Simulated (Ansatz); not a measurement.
Relaxation of Cl₃HSi (5 atoms, charge 0, multiplicity 1), to a largest force component of 0.02 eV/Å in at most 40 steps.

The calculation used RKS B3LYP-D4/def2-SVP in Ansatz 0.2.0.

```xyz
5
Properties=species:S:1:pos:R:3:forces:R:3
Si 0.000 0.000 0.000 0.02 0.00 -1.44
H 0.000 0.000 1.460 0.00 0.00 0.26
Cl 2.009 0.000 -0.709 -1.24 0.00 0.40
Cl -1.003 1.738 -0.709 0.61 -1.06 0.39
Cl -1.003 -1.738 -0.709 0.61 1.06 0.39
```

Task: Where does it end, and by what steps?

Result: The forces met the threshold. After 3 steps the energy has fallen by 0.152 eV; Cl3 moved furthest, 0.07 Å.

| step | energy less start (eV) | largest force component (eV/Å) | accepted |
| --- | --- | --- | --- |
| 0 | 0.0000 | 1.436 | yes |
| 1 | -0.1490 | 0.347 | yes |
| 2 | -0.1513 | 0.086 | yes |
| 3 | -0.1519 | 0.014 | yes |

```xyz
5
Properties=species:S:1:pos:R:3
Si 0.000 0.000 -0.014
H 0.000 0.000 1.460
Cl 1.936 0.000 -0.704
Cl -0.967 1.676 -0.705
Cl -0.967 -1.676 -0.705
```

Whether the end is a true minimum wasn't checked by a vibrational analysis.

The run took 3.7 s on 2 threads of Intel(R) Xeon(R) 6975P-C (Granite Rapids), on a shared host, peak memory 0.17 GiB.
